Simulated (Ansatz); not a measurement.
Ideal-gas functions of CH₅GeO (`[CH3][GeH2][O]`) radical at 500 K and 1 bar, from an Ansatz frequency run at PBE0-D4/def2-TZVP.

Molar mass 105.66 g/mol, point group Cs (symmetry number 1), electronic degeneracy 2, moments of inertia 39.233, 75.45, 105.022 u Å². Harmonic wavenumbers (cm⁻¹, unscaled): 118, 181, 412, 498, 602, 636, 717, 844, 854, 888, 1251, 1443, 1455, 2139, 2142, 3070, 3163, 3176.

Use S(trans) = R[1.5 ln M + 2.5 ln T − 1.1517]; rotational temperatures θ = 24.2544 K / I; S(rot) = R[ln(√π/σ · √(T³/θAθBθC)) + 1.5]; for each mode x = 1.438777 ν̃/T, S = R[x/(eˣ − 1) − ln(1 − e⁻ˣ)] and H = RT x/(eˣ − 1); 1 cm⁻¹ = 0.0119627 kJ/mol; R = 8.31446 J/(mol·K).

**Question.** By hand: the entropy, in J/(mol·K).

**Answer.** Translation 177.7. Rotation: θ = 0.6182, 0.3215, 0.2309 K, giving 107.5. Vibration, mode by mode: 17.33, 13.83, 7.37, 6.00, 4.71, 4.36, 3.63, 2.72, 2.66, 2.46, 1.07, 0.68, 0.66, 0.13, 0.13, 0.01, 0.01, 0.01, in all 67.8. Electronic 5.8. Sum 358.8 J/(mol·K).

**Question.** By hand: H − E and G − E in kJ/mol, counted from the electronic energy.

**Answer.** Zero-point energy ½ × 23589 × 0.0119627 = 141.1; thermal vibration 18.9; translation, rotation and pV give 4 RT = 16.6. H − E = 176.6 kJ/mol, and G − E = 176.6 − 500 × 358.8/1000 = -2.8 kJ/mol.

Vibration gives 19 % of the entropy, 17.3 J/(mol·K) of it from the mode under 150 cm⁻¹: soft modes count most, and the harmonic formula is weakest for them.
